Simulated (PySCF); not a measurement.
Ligands exchanged one at a time, Ge OH-SH. Gas-phase values, no solvent. One relaxed conformer stands for each flexible species; it need not be the lowest. Strings in code marks are SMILES.

These are PBE-D3(BJ)/def2-TZVP // B3LYP-D3(BJ)/def2-TZVP run with PySCF 2.14.0 values and carry that method's errors. All candidates: neutral, multiplicity 1. Excitations are Tamm–Dancoff values on a coarser integration grid. The basis has no diffuse functions, so Rydberg states are missing or too high.

The HOMO comes out as -7.40 eV and the LUMO comes out as -1.34 eV. The T1 excitation (TDA) is 5.89 eV.

Task: Which member has these values?
A) `[OH][Ge]([OH])([OH])[OH]`
B) `[OH][Ge]([SH])([SH])[SH]`
C) `[OH][Ge]([OH])([SH])[SH]`
D) `[SH][Ge]([SH])([SH])[SH]`

Result: A, `[OH][Ge]([OH])([OH])[OH]`. The others give `[OH][Ge]([OH])([SH])[SH]`: -6.55 eV, -1.77 eV, 4.58 eV; `[SH][Ge]([SH])([SH])[SH]`: -6.25 eV, -2.48 eV, 3.62 eV; `[OH][Ge]([SH])([SH])[SH]`: -6.27 eV, -2.15 eV, 3.94 eV
